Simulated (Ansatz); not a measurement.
Mulliken charges of `F[Si](F)(F)[Se]` radical from r2SCAN/def2-TZVPP in Ansatz (PBE0-D4/def2-TZVP geometry).

```json
{"atom": "F1", "x (Å)": "0.019", "y (Å)": "0.030", "z (Å)": "1.613", "charge (e)": "-0.277"}
{"atom": "Si2", "x (Å)": "0.076", "y (Å)": "-0.080", "z (Å)": "0.045", "charge (e)": "0.921"}
{"atom": "F3", "x (Å)": "-0.440", "y (Å)": "-1.507", "z (Å)": "-0.374", "charge (e)": "-0.276"}
{"atom": "F4", "x (Å)": "1.594", "y (Å)": "0.039", "z (Å)": "-0.350", "charge (e)": "-0.277"}
{"atom": "Se5", "x (Å)": "-1.200", "y (Å)": "1.445", "z (Å)": "-0.976", "charge (e)": "-0.090"}
```

Question: By hand: the dipole of these point charges (1 e Å = 4.8032 D).

Answer: Σ q r = (-0.147, 0.193, -0.117) e Å, of length 0.269 e Å = 1.29 D.

Question: How does the dipole of the full density compare? (An estimate is asked.)

Answer: Computed: (-0.130, 0.167, -0.104) e Å, 1.13 D; the point charges give 1.14 times that, at 1° from its direction.

Point charges leave out the atoms' own dipoles, such as those of lone pairs, and Mulliken's split depends on the basis, so the close match here is no proof of good charges.
